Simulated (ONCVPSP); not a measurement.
# Cutoff test, calcium, ONCV

* Element: calcium
* Generator: ONCVPSP 4.0.1
* Type: optimised norm-conserving Vanderbilt (ONCV)
* Functional: LDA (Perdew-Wang 92)
* Relativity: fully relativistic
* Frozen core: [Ne]
* Valence charge: 10
* Reference configuration: 3s2 3p6 4s1 (charge +1)
* Partial waves: 3s+4s: rc 2.30 bohr, ncon 4, nbas 8, qcut 6.8 1/bohr, 2 projectors; 3p: rc 1.55 bohr, ncon 4, nbas 9, qcut 9.5 1/bohr, 2 projectors, debl 3.6 Ha; d scattering state at 0.25 Ha: rc 1.85 bohr, ncon 4, nbas 9, qcut 4.4 1/bohr, 1 projector
* Local potential: polynomial inside 1.00 bohr (lpopt 5, dvloc0 3 Ha)
* Core correction: Teter function, fcfact 4.75, rcfact 1.6

Open shells are filled in proportion to 2j + 1.

In the d channel the program set the typed energies aside and used -0.315 Ha (j = l + 1/2; the other j can differ).

Q: For each optimised wave give the share of its norm inside rc, the residual kinetic energy above qcut (Ha) and the cutoffs (Ha) for errors of 10, 1, 0.1 and 0.01 mHa per electron.

A:

| wave | norm inside rc | residual KE | 10 mHa | 1 mHa | 0.1 mHa | 0.01 mHa |
| --- | --- | --- | --- | --- | --- | --- |
| 3s | 0.983 | 3.5e-09 | 4.0 | 5.9 | 12.4 | 15.4 |
| 4s | 0.130 | 8.1e-09 | 3.3 | 6.1 | 13.1 | 16.4 |
| 3p j=3/2 | 0.745 | 1.7e-08 | 10.6 | 14.0 | 25.4 | 33.0 |
| p projector 2 j=3/2 | 0.084 | 1.5e-07 | 10.9 | 14.9 | 29.3 | 36.5 |
| 3p j=1/2 | 0.750 | 1.6e-08 | 10.7 | 14.2 | 24.8 | 32.8 |
| p projector 2 j=1/2 | 0.085 | 1.5e-07 | 11.0 | 15.1 | 29.1 | 36.4 |
| d projector 1 j=5/2 | 0.551 | 6.1e-02 | 34.6 | 86.0 | 102.5 | 147.2 |
| d projector 1 j=3/2 | 0.552 | 6.2e-02 | 34.8 | 86.0 | 102.9 | 147.3 |

The occupied waves need 14 Ha and 25 Ha for 1 and 0.1 mHa. The cutoffs count occupied waves only; projector 1 of the d channel, the hardest unoccupied one, needs 86 Ha at the loose tolerance.
